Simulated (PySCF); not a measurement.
Below is a simulated gas-phase C 1s photoelectron spectrum of `BN(B)CC`.

Every computed line was given a Gaussian of 0.7 eV full width at half maximum and an area set by the number of equivalent atoms; the highest printed point is 100. Level of theory: PySCF, delta-SCF UKS SCAN, pcX-2 on the ionised atom, pcseg-1 elsewhere, spin-free X2C.

binding energy (eV), intensity and a bar:
```
    289.9          0 
    290.0          1 
    290.1          3 #
    290.2          7 ##
    290.3         14 ####
    290.4         25 #######
    290.5         42 ############
    290.6         61 ##################
    290.7         80 ########################
    290.8         94 ############################
    290.9        100 ##############################
    291.0         97 #############################
    291.1         87 ##########################
    291.2         78 #######################
    291.3         74 ######################
    291.4         77 #######################
    291.5         87 ##########################
    291.6         96 #############################
    291.7        100 ##############################
    291.8         95 #############################
    291.9         81 ########################
    292.0         63 ###################
    292.1         43 #############
    292.2         26 ########
    292.3         14 ####
    292.4          7 ##
    292.5          3 #
    292.6          1 
    292.7          0
```

Task: Count the maxima, the lines and the sites behind this envelope.

Result: The curve has 2 maxima (at 290.9 and 291.7 eV). Under it lie 2 lines from 2 inequivalent carbon sites.

Task: Decompose the envelope and assign each component. Numbering: `[BH2:1][N:2]([BH2:3])[CH2:4][CH3:5]`.

Result: 
```json
{"position (eV)": "290.89", "relative area": "1", "line": "C 1s", "atoms": "C5", "environment": "methyl carbon"}
{"position (eV)": "291.72", "relative area": "1", "line": "C 1s", "atoms": "C4", "environment": "sp3 carbon bound to nitrogen"}
```

Task: What are the centre and the root-mean-square width of the whole band?

Result: The area-weighted mean of the lines is 291.30 eV. Their own spread about it is 0.41 eV (rms) and each Gaussian has σ = 0.7/2.355 = 0.30 eV; the variances add, which gives 0.51 eV.

Task: Above which line width would these two lines show one maximum?

Result: Two equal Gaussians merge once their distance is under 2σ = FWHM/1.177. With 0.83 eV between them that is a full width over 0.98 eV.

Lowest listed C 1s: C5, bonded to C and 3 H. Highest, 0.83 eV above it: C4, bonded to N, C and 2 H.

The curve has no shake-up lines and no vibrational structure. Geometry: PBE0-D3(BJ)/def2-SVP, one conformer, isolated molecule.

The values belong to the conformer `[BH2:1][N:2]([BH2:3])[CH2:4][CH3:5]`: B1–N2–C4–C5 90°.
